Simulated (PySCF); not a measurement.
Species: C8H12.
Numbering: `[CH2:1]=[CH:2][C:3](=[C:4]=[CH:5][CH3:6])[CH2:7][CH3:8]` (hydrogens: H9, H10 on C1; H11 on C2; H12 on C5; H13, H14, H15 on C6; H16, H17 on C7; H18, H19, H20 on C8)

Cartesian coordinates in Å at the PBE0-D3(BJ)/def2-SVP level; atoms count from 1:
```xyz
20
C8H12 angstrom
C     -1.4025    1.5555    1.6918
C     -0.3355    1.1460    0.9917
C     -0.3676    0.3487   -0.2409
C      0.7688    0.0561   -0.8519
C      1.8906   -0.2426   -1.4571
C      2.7157   -1.4701   -1.1990
C     -1.6858   -0.1582   -0.7863
C     -2.2109   -1.3790   -0.0364
H     -2.4261    1.3149    1.3934
H     -1.2810    2.1557    2.5963
H      0.6652    1.4215    1.3403
H      2.2664    0.4573   -2.2176
H      2.2601   -2.1056   -0.4274
H      3.7311   -1.1969   -0.8688
H      2.8271   -2.0668   -2.1190
H     -2.4260    0.6584   -0.7440
H     -1.5578   -0.4033   -1.8509
H     -3.1830   -1.7023   -0.4392
H     -1.5089   -2.2216   -0.1271
H     -2.3401   -1.1706    1.0358
```

Computed with PySCF at B3LYP/def2-SVPD, non-relativistic, on one gas-phase PBE0-D3(BJ)/def2-SVP geometry that isn't relaxed in the solvent. The solvent is an IEF-PCM continuum (van der Waals radii × 1.2), and excitations are vertical TDDFT with non-equilibrium linear response and a frozen core. The model holds no explicit solvent molecules, cavitation or dispersion.

Gas-phase singlets (H = HOMO, L = LUMO):

```json
{"state": "S1", "E (eV)": "4.981", "λ (nm)": "249", "f": "0.000", "leading configurations": "H-1→L 94%"}
{"state": "S2", "E (eV)": "5.405", "λ (nm)": "229", "f": "0.170", "leading configurations": "H→L+1 63%, H→L 25%"}
{"state": "S3", "E (eV)": "5.422", "λ (nm)": "229", "f": "0.484", "leading configurations": "H→L 68%, H→L+1 17%"}
{"state": "S4", "E (eV)": "5.985", "λ (nm)": "207", "f": "0.033", "leading configurations": "H→L+2 76%, H→L+1 14%"}
{"state": "S5", "E (eV)": "6.283", "λ (nm)": "197", "f": "0.008", "leading configurations": "H→L+3 88%"}
```

Task: How does the list change in cyclohexane (ε = 2.017)?

Result: 
```csv
state,E (eV),λ (nm),f,leading configurations,change by rank (eV)
S1,4.969,250,0.001,H-1→L 95%,-0.012
S2,5.242,237,0.872,H→L 96%,-0.163
S3,5.427,228,0.002,"H→L+1 82%, H→L+2 11%",+0.005
S4,5.992,207,0.021,"H→L+2 82%, H→L+1 12%",+0.007
S5,6.322,196,0.012,H→L+3 89%,+0.039
```

Task: How does the list change in methanol (ε = 32.61)?

Result: 
```json
{"state": "S1", "E (eV)": "4.957", "λ (nm)": "250", "f": "0.001", "leading configurations": "H-1→L 96%", "change by rank (eV)": "-0.024"}
{"state": "S2", "E (eV)": "5.290", "λ (nm)": "234", "f": "0.834", "leading configurations": "H→L 96%", "change by rank (eV)": "-0.115"}
{"state": "S3", "E (eV)": "5.465", "λ (nm)": "227", "f": "0.002", "leading configurations": "H→L+1 85%, H→L+2 10%", "change by rank (eV)": "+0.043"}
{"state": "S4", "E (eV)": "6.030", "λ (nm)": "206", "f": "0.015", "leading configurations": "H→L+2 85%, H→L+1 10%", "change by rank (eV)": "+0.045"}
{"state": "S5", "E (eV)": "6.407", "λ (nm)": "194", "f": "0.015", "leading configurations": "H→L+3 89%", "change by rank (eV)": "+0.124"}
```

Task: How do the frontier levels move from gas to methanol?

Result: 
```csv
orbital,gas (eV),solvent (eV),change (eV),"Löwdin shares, gas","Löwdin shares, solvent"
LUMO+2,0.55,0.61,+0.06,"C5 18 %, C4 16 %, C6 16 %, H14 6 %","C5 17 %, C4 16 %, C6 12 %, C2 8 %"
LUMO+1,0.31,0.36,+0.05,"C5 23 %, C4 21 %, C7 7 %, C3 6 %","C5 25 %, C4 24 %, C7 7 %, C3 6 %"
LUMO,-0.86,-0.88,-0.02,"C1 23 %, C4 20 %, C2 17 %, C3 12 %","C1 24 %, C4 20 %, C2 18 %, C3 12 %"
HOMO,-6.26,-6.30,-0.04,"C1 23 %, C4 23 %, C3 19 %, C2 15 %","C4 23 %, C1 22 %, C3 20 %, C2 15 %"
HOMO-1,-7.05,-7.04,+0.01,"C5 35 %, C4 32 %, C6 8 %, C3 6 %","C5 35 %, C4 32 %, C6 8 %, C3 6 %"
HOMO-2,-8.44,-8.47,-0.03,"C2 27 %, C3 18 %, C1 17 %, C4 8 %","C2 27 %, C1 17 %, C3 17 %, C7 8 %"
HOMO-3,-9.24,-9.17,+0.07,"C7 20 %, C8 15 %, H17 12 %, C2 11 %","C7 20 %, C8 16 %, H17 13 %, C2 11 %"
```

The HOMO–LUMO gap goes from 5.41 to 5.42 eV.

The run took 57 s on Arm Neoverse V2, one thread, no GPU, on a shared host. This is the whole response run at B3LYP/def2-SVPD in methanol, SCF included.
